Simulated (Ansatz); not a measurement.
Start from `OB([SiH3])CF` and change one atom or group to get `OB([SiH3])N[SiH3]`.

Ansatz, PBE0-D4/def2-TZVP geometries, multiplicity 1. Each molecule was computed in one conformer, which needn't be the lowest.

| property | `OB([SiH3])CF` |
| --- | --- |
| HOMO–LUMO gap (B3LYP/def2-TZVPP) / eV | 6.42 |
| HOMO–LUMO gap (PBE/def2-TZVPP) / eV | 4.54 |
| HOMO energy (PBE0/def2-TZVPP) / eV | -7.88 |
| LUMO energy (B3LYP/def2-TZVPP) / eV | -1.28 |
| HOMO–LUMO gap (PBE0/def2-TZVPP) / eV | 6.80 |
| LUMO energy (ωB97M-V/def2-TZVPP) / eV | 0.90 |

(1) What does the change do to each property? (Estimate.)

Results:

(1) The calculation gave: 
| property | `OB([SiH3])N[SiH3]` | shift |
| --- | --- | --- |
| HOMO–LUMO gap (B3LYP/def2-TZVPP) / eV | 7.36 | 0.94 |
| HOMO–LUMO gap (PBE/def2-TZVPP) / eV | 5.55 | 1.01 |
| HOMO energy (PBE0/def2-TZVPP) / eV | -8.02 | -0.14 |
| LUMO energy (B3LYP/def2-TZVPP) / eV | -0.43 | 0.85 |
| HOMO–LUMO gap (PBE0/def2-TZVPP) / eV | 7.77 | 0.97 |
| LUMO energy (ωB97M-V/def2-TZVPP) / eV | 1.64 | 0.74 |

With PBE0 the HOMO falls by 0.14 eV and the LUMO rises by 0.83 eV, so the gap widens by about 0.97 eV. PBE moves the HOMO by -0.12 eV and ωB97M-V by -0.14 eV.

B3LYP here is the variant with VWN-RPA as its local correlation; programs differ in this.
